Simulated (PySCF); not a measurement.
Correlation energy of Ga (gallium, neutral)

[Ar] 3d10 4s1 4p2, high-spin 4P determinant (an excited configuration). Computed with PySCF 2.14 in aug-cc-pVQZ-DK, with scalar relativity by spin-free X2C-1e. Frozen: [Ar] 3d10; 3 electrons correlated.

```tsv
level	correlation energy (mhartree)
CCSD	-12.63
(T)	-0.11
CCSD(T)	-12.74
```

Diagnostics: T1 = 0.0040, D1 = 0.0073, largest double amplitude 0.046.

Cost of the coupled-cluster step: of the order of 8 core-seconds, for 3 correlated electrons.

Iterations:

```
CC2 = 0
CCSD nocc = (np.int64(3), np.int64(0)), nmo = (79, 79)
frozen orbitals [[0, 1, 2, 3, 4, 5, 6, 7, 8, 9, 10, 11, 12, 13], [0, 1, 2, 3, 4, 5, 6, 7, 8, 9, 10, 11, 12, 13]]
max_cycle = 100
direct = 0
conv_tol = 1e-08
conv_tol_normt = 1e-06
diis_space = 8
diis_start_cycle = 0
Init t2, MP2 energy = -0.00864837286212528
Init E_corr(UCCSD) = -0.00864837286258229
cycle = 1  E_corr(UCCSD) = -0.0112016429563026  dE = -0.00255327009  norm(t1,t2) = 0.0268128
cycle = 2  E_corr(UCCSD) = -0.012077090457071  dE = -0.000875447501  norm(t1,t2) = 0.0107057
cycle = 3  E_corr(UCCSD) = -0.0126348886037272  dE = -0.000557798147  norm(t1,t2) = 0.00458151
cycle = 4  E_corr(UCCSD) = -0.0126245406075843  dE = 1.03479961e-05  norm(t1,t2) = 0.000525673
cycle = 5  E_corr(UCCSD) = -0.0126256108186393  dE = -1.07021106e-06  norm(t1,t2) = 6.30236e-05
cycle = 6  E_corr(UCCSD) = -0.0126252366840057  dE = 3.74134634e-07  norm(t1,t2) = 1.01843e-05
cycle = 7  E_corr(UCCSD) = -0.0126253916360609  dE = -1.54952055e-07  norm(t1,t2) = 1.68128e-06
cycle = 8  E_corr(UCCSD) = -0.0126253470180456  dE = 4.46180152e-08  norm(t1,t2) = 3.43414e-07
cycle = 9  E_corr(UCCSD) = -0.0126253542330484  dE = -7.21500278e-09  norm(t1,t2) = 1.04459e-07
UCCSD converged
E(UCCSD) = -1942.070214765713  E_corr = -0.01262535423304843
UCCSD(T) correction = -0.000114978476816541
```
